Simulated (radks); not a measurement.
Neutral silver inside a hard spherical wall (all orbitals vanish at R), configuration held at [Kr] 4d10 5s1 and not refilled when levels cross. All-electron calculation, scalar-relativistic Kohn-Sham, LDA (Slater exchange, Perdew-Wang correlation), spin-polarised, spherical densities, finite nucleus; open shells are filled with parallel spins first (spin-orbit coupling, left out, can overturn this in heavy ions); Fermi nuclear charge, rms radius 4.5454 fm. Program: a radial shooting solver on a logarithmic mesh with Libxc functionals. Eigenvalues in eV for spin up, with the zero of energy where the potential of the charges vanishes at infinity; a dash marks a level that is unbound or too diffuse for the functional's potential to be trusted. A positive occupied level is held by the wall or, in an anion where self-interaction has pushed it up, behind a barrier. The pressure on the wall is -dE/dV.

R (bohr) = free: E (hartree) -5311.03114; kinetic (hartree) 5515.831; e(4s) -95.033; e(4p) -58.637; e(4d) -7.712; e(5s) -4.981; e(5p, empty) -1.027; e(6s, empty) -; pressure (GPa) 0
R (bohr) = 15: E (hartree) -5311.03114; kinetic (hartree) 5515.831; e(4s) -95.033; e(4p) -58.637; e(4d) -7.712; e(5s) -4.981; e(5p, empty) -1.020; e(6s, empty) 0.449; pressure (GPa) < 0.0001
R (bohr) = 12: E (hartree) -5311.03113; kinetic (hartree) 5515.831; e(4s) -95.031; e(4p) -58.635; e(4d) -7.710; e(5s) -4.979; e(5p, empty) -0.986; e(6s, empty) 0.995; pressure (GPa) 0.000318
R (bohr) = 10: E (hartree) -5311.03096; kinetic (hartree) 5515.833; e(4s) -95.016; e(4p) -58.621; e(4d) -7.696; e(5s) -4.965; e(5p, empty) -0.887; e(6s, empty) 1.927; pressure (GPa) 0.00492
R (bohr) = 5: E (hartree) -5310.96123; kinetic (hartree) 5516.217; e(4s) -93.316; e(4p) -56.943; e(4d) -6.134; e(5s) -2.695; e(5p, empty) 3.495; e(6s, empty) 21.117; pressure (GPa) 8.49
R (bohr) = 3.5: E (hartree) -5310.44404; kinetic (hartree) 5518.493; e(4s) -87.299; e(4p) -51.134; e(4d) -0.585; e(5s) 7.131; e(5p, empty) 17.211; e(6s, empty) 64.933; pressure (GPa) 177
R (bohr) = 2.5: E (hartree) -5307.57682; kinetic (hartree) 5529.831; e(4s) -70.878; e(4p) -35.297; e(4d) 16.434; e(5s) 43.477; e(5p, empty) 61.658; e(6s, empty) 179.40; pressure (GPa) 2620
R (bohr) = 2: E (hartree) -5300.60422; kinetic (hartree) 5555.945; e(4s) -47.808; e(4p) -11.773; e(4d) 43.877; e(5s) 109.56; e(5p, empty) 135.86; e(6s, empty) 344.97; pressure (GPa) 14800
